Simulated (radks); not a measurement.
Neutral tellurium inside a hard spherical wall (all orbitals vanish at R), configuration held at [Kr] 4d10 5s2 5p4 and not refilled when levels cross. Method: scalar-relativistic Kohn-Sham, LDA (Slater exchange, Perdew-Wang correlation), spin-polarised, spherical densities, point nucleus; open shells are filled with parallel spins first (spin-orbit coupling, left out, can overturn this in heavy ions); computed with a radial shooting solver on a logarithmic mesh with Libxc functionals. Eigenvalues in eV for spin up, with the zero of energy where the potential of the charges vanishes at infinity; a dash marks a level that is unbound or too diffuse for the functional's potential to be trusted. A positive occupied level is held by the wall or, in an anion where self-interaction has pushed it up, behind a barrier. The pressure on the wall is -dE/dV.

[
 {"R (bohr)": "free", "E (hartree)": "-6788.86759", "kinetic (hartree)": "7111.346", "e(4p)": "-114.18", "e(4d)": "-41.726", "e(5s)": "-15.786", "e(5p)": "-6.539", "e(6s, empty)": "-0.561", "e(5d, empty)": "-", "pressure (GPa)": "0"},
 {"R (bohr)": "8", "E (hartree)": "-6788.86544", "kinetic (hartree)": "7111.367", "e(4p)": "-114.04", "e(4d)": "-41.595", "e(5s)": "-15.679", "e(5p)": "-6.434", "e(6s, empty)": "1.027", "e(5d, empty)": "2.352", "pressure (GPa)": "0.105"},
 {"R (bohr)": "6", "E (hartree)": "-6788.83611", "kinetic (hartree)": "7111.568", "e(4p)": "-113.12", "e(4d)": "-40.687", "e(5s)": "-14.971", "e(5p)": "-5.675", "e(6s, empty)": "5.279", "e(5d, empty)": "4.744", "pressure (GPa)": "2.77"},
 {"R (bohr)": "3.5", "E (hartree)": "-6787.73944", "kinetic (hartree)": "7116.445", "e(4p)": "-102.57", "e(4d)": "-30.527", "e(5s)": "-5.721", "e(5p)": "5.945", "e(6s, empty)": "47.089", "e(5d, empty)": "25.046", "pressure (GPa)": "338"},
 {"R (bohr)": "3", "E (hartree)": "-6786.32327", "kinetic (hartree)": "7121.840", "e(4p)": "-95.458", "e(4d)": "-23.772", "e(5s)": "2.692", "e(5p)": "16.560", "e(6s, empty)": "80.075", "e(5d, empty)": "40.902", "pressure (GPa)": "1120"},
 {"R (bohr)": "2.5", "E (hartree)": "-6782.62507", "kinetic (hartree)": "7135.193", "e(4p)": "-82.742", "e(4d)": "-11.558", "e(5s)": "21.726", "e(5p)": "39.829", "e(6s, empty)": "145.38", "e(5d, empty)": "72.668", "pressure (GPa)": "4470"},
 {"R (bohr)": "2", "E (hartree)": "-6771.23187", "kinetic (hartree)": "7174.322", "e(4p)": "-56.646", "e(4d)": "14.970", "e(5s)": "73.201", "e(5p)": "99.645", "e(6s, empty)": "292.13", "e(5d, empty)": "145.47", "pressure (GPa)": "23400"}
]
